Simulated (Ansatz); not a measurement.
Born–Oppenheimer molecular dynamics of C$_{2}$H$_{9}$AlO$_{2}$ (14 atoms, charge 0, multiplicity 1). It starts from a rough guess of a transition structure, not a stationary point.

All numbers below come from Ansatz 0.2.0, UKS PBE-D4/STO-3G.

| Quantity | Value |
| --- | --- |
| ensemble | NVE (velocity Verlet) |
| time step | 0.5 fs |
| steps asked | 150 |
| starting velocities drawn for | 300 K |
| seed | 845747 |

First frame:

```xyz
14
Properties=species:S:1:pos:R:3
Al -0.943 -0.536 -0.231
H 0.064 -0.373 -1.955
C -0.450 -2.104 0.885
O -2.428 0.086 -0.532
H 0.453 0.325 -1.381
O 0.603 0.995 -0.298
C 1.551 1.912 0.137
H -0.164 -1.812 1.899
H -1.260 -2.829 0.976
H 0.409 -2.623 0.457
H -3.269 0.471 -0.730
H 1.467 2.056 1.217
H 1.403 2.880 -0.357
H 2.563 1.552 -0.086
```

(1) How far do the bonds stretch over the last three quarters of this one trajectory? (Pairs bonded in most of those frames.)

## Answers

(1) 
| bond | mean (Å) | spread (Å) | shortest | longest |
| --- | --- | --- | --- | --- |
| Al1–H2 | 1.579 | 0.152 | 1.33 | 1.81 |
| Al1–C3 | 1.935 | 0.064 | 1.86 | 2.04 |
| Al1–O4 | 1.752 | 0.079 | 1.62 | 1.86 |
| Al1–O6 | 1.987 | 0.143 | 1.87 | 2.27 |
| C3–H8 | 1.108 | 0.032 | 1.06 | 1.16 |
| C3–H9 | 1.107 | 0.020 | 1.08 | 1.14 |
| C3–H10 | 1.110 | 0.020 | 1.07 | 1.15 |
| O4–H11 | 1.062 | 0.057 | 0.95 | 1.16 |
| H5–O6 | 1.041 | 0.054 | 0.96 | 1.12 |
| O6–C7 | 1.486 | 0.056 | 1.39 | 1.58 |
| C7–H12 | 1.112 | 0.015 | 1.08 | 1.14 |
| C7–H13 | 1.122 | 0.052 | 1.05 | 1.20 |
| C7–H14 | 1.117 | 0.016 | 1.08 | 1.15 |

Mean temperature of the second half: 1325 K. The conserved energy stayed within 0.76 meV per atom of its start (net change -0.35 meV per atom), so the integration is sound. The kinetic energy rose, since the run started high on the potential surface and went downhill. A run of 0.075 ps of so small a system gives no equilibrium averages. The orbitals were unrestricted but ended closed-shell. Limits of this set-up: minimal basis.

Time of the run: 5.7 min on 1 thread of Intel(R) Xeon(R) 6975P-C (Granite Rapids), with other jobs on the host, peak memory 0.15 GiB.
